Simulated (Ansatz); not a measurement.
```yaml
crystal:
  periodic: [false, false, false]
  atoms:
    - {symbol: Cr, position_ang: [-0.125587, 0.287119, 0.144809]}
    - {symbol: O, position_ang: [0.241653, 0.260819, 1.631291]}
    - {symbol: O, position_ang: [1.427253, 0.045976, -0.583616]}
    - {symbol: O, position_ang: [-0.771559, 1.098222, -0.511463]}
    - {symbol: S, position_ang: [-0.840959, -1.885022, -0.579047]}
basis:
  gaussian: {orbitals: cc-pVDZ}
total_charge: -2
magnetization: {spin_polarized: true, initial_magnetization: 2}
hamiltonian: {xc: {name: RPBE}}
scf: {omitted_lower_state_checks: [starts]}
output: {forces: true}
```

```sh
$ ansatz run in.yaml --threads 4 --pin off --events-out ev --progress --plain --max-ram 3916MiB
```

Output, abridged:

```
Functional definition: RPBE
1145 factors; their error is unknown
mean field evaluation 1: about -45366.7792 eV, gradient 6.8e1 eV
mean field evaluation 2: about -44762.7183 eV, gradient 3.8e2 eV
mean field evaluation 4: about -45244.3954 eV, gradient 2.2e2 eV
mean field evaluation 8: about -45389.0421 eV, gradient 7.3e0 eV
mean field evaluation 16: about -45389.3550 eV, gradient 2.1e-5 eV
mean field -45389.35498633 eV, -1668.0280297378 hartree, gradient 9.3e-6 eV, S^2 2.006858; 0 other end points of the search recorded, 0 dependent functions left out
reference -45389.35502777 eV, -1668.0280312605 hartree; 34, 32 occupied and 69, 71 virtual orbitals, 1145 factors
Total energy: -45389.35502777 eV, -1668.0280312605 hartree
Atom 0 at    -0.125587     0.287119     0.144809 Å, force    23.907734   -36.072274    17.071875 eV/Å
Atom 1 at     0.241653     0.260819     1.631291 Å, force     0.949085     1.776943     9.800561 eV/Å
Atom 2 at     1.427253     0.045976    -0.583616 Å, force     1.910010    -0.352886    -1.540741 eV/Å
Atom 3 at    -0.771559     1.098222    -0.511463 Å, force   -26.796969    34.519579   -25.135960 eV/Å
Atom 4 at    -0.840959    -1.885022    -0.579047 Å, force     0.030140     0.128639    -0.195735 eV/Å
Dipole moment:    -0.259159     0.563717    -0.075871 e Å
Checks for a lower state left out: starts
```

Hardware: 4 threads of Arm Neoverse V1 on a shared host. Wall time 6 s.

A multiply charged anion in the gas phase is held together partly by the finite basis. The highest occupied level of an anion often lies above zero with these methods, and sets without diffuse functions describe the outer electron poorly.

The dipole of an ion depends on the origin.
